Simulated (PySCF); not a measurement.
C5H9F, SMILES C[C@@H]1C(F)[C@H]1C. Atoms are numbered in the order given.

```xyz
15

C      1.8010    -0.8369    -0.3847
C      0.4878    -0.1676    -0.7192
C     -0.7565    -0.4294     0.1180
C     -2.1216    -0.5740    -0.5128
C     -0.0655     0.8956     0.1835
F      0.6384     1.2014     1.3179
H      1.8419    -1.8580    -0.7969
H      2.6510    -0.2704    -0.7988
H      1.9454    -0.8995     0.7036
H      0.3094    -0.0050    -1.7892
H     -0.5756    -1.0553     1.0001
H     -2.9246    -0.3501     0.2086
H     -2.2395     0.1124    -1.3668
H     -2.2809    -1.5979    -0.8892
H     -0.5445     1.7852    -0.2417
```

Geometry: B3LYP-D3(BJ)/def2-SVP. The structure was generated by enumeration; whether it is a known compound was not checked.

Calculation: B3LYP-D3(BJ)/def2-SVP (PySCF).

Frequencies are harmonic and unscaled.

| mode | ν (cm⁻¹) | IR (km/mol) | moving atoms (share of kinetic energy) |
|---|---|---|---|
| 1 | 176 | 0.0 | H 89 % |
| 2 | 190 | 0.3 | H 91 % |
| 3 | 208 | 2.0 | C 40 %, H 37 %, F 23 % |
| 4 | 245 | 0.7 | C 49 %, H 30 %, F 21 % |
| 5 | 270 | 1.3 | C 57 %, H 32 %, F 11 % |
| 6 | 330 | 2.6 | C 49 %, H 36 %, F 15 % |
| 7 | 463 | 1.8 | C 58 %, H 23 %, F 19 % |
| 8 | 585 | 3.2 | C 57 %, H 23 %, F 20 % |
| 9 | 800 | 2.9 | C 61 %, H 39 % |
| 10 | 813 | 19.2 | C 59 %, H 37 % |
| 11 | 871 | 6.5 | H 55 %, C 37 %, F 8 % |
| 12 | 961 | 11.1 | H 77 %, C 22 % |
| 13 | 968 | 6.8 | H 76 %, C 23 % |
| 14 | 1048 | 10.8 | H 70 %, C 26 % |
| 15 | 1070 | 17.3 | H 63 %, C 33 % |
| 16 | 1113 | 0.0 | H 50 %, C 49 % |
| 17 | 1124 | 3.0 | H 52 %, C 48 % |
| 18 | 1150 | 15.4 | C 62 %, H 32 % |
| 19 | 1176 | 18.7 | H 48 %, C 46 % |
| 20 | 1185 | 6.4 | C 50 %, H 48 % |
| 21 | 1225 | 22.0 | H 64 %, C 31 % |
| 22 | 1319 | 1.7 | H 73 %, C 27 % |
| 23 | 1354 | 12.9 | H 72 %, C 27 % |
| 24 | 1404 | 2.0 | H 77 %, C 23 % |
| 25 | 1408 | 2.3 | H 72 %, C 28 % |
| 26 | 1460 | 0.5 | H 86 %, C 14 % |
| 27 | 1464 | 6.7 | H 96 % |
| 28 | 1465 | 4.4 | H 93 % |
| 29 | 1472 | 9.2 | H 96 % |
| 30 | 1504 | 23.8 | C 64 %, H 36 % |
| 31 | 3022 | 33.8 | H 97 % |
| 32 | 3031 | 30.4 | H 97 % |
| 33 | 3100 | 20.2 | H 91 %, C 9 % |
| 34 | 3102 | 6.6 | H 91 %, C 9 % |
| 35 | 3102 | 33.6 | H 91 %, C 9 % |
| 36 | 3118 | 1.5 | H 92 %, C 8 % |
| 37 | 3131 | 7.2 | H 91 %, C 9 % |
| 38 | 3136 | 11.7 | H 92 %, C 8 % |
| 39 | 3145 | 35.5 | H 92 %, C 8 % |
